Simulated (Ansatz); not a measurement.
Ansatz results at the PBE0-D4/def2-TZVP geometry: size of the dipole moment (ωB97M-V/def2-TZVPP) 1.10 D; zero-point energy (PBE0-D4/def2-TZVP) 51.1 kJ/mol; size of the dipole moment (PBE/def2-TZVPP) 0.96 D.

Task: Which molecule gave them?
A. `Br[SiH2]Br`
B. `C=CC[SiH](F)F`
C. `F[Si](F)(Cl)Cl`
D. `C[Si](C)(C)F`

Result: A. The others give `F[Si](F)(Cl)Cl`: 0.68, 26.2, 0.64; `C[Si](C)(C)F`: 1.77, 297.4, 1.73; `C=CC[SiH](F)F`: 1.79, 224.4, 1.70.
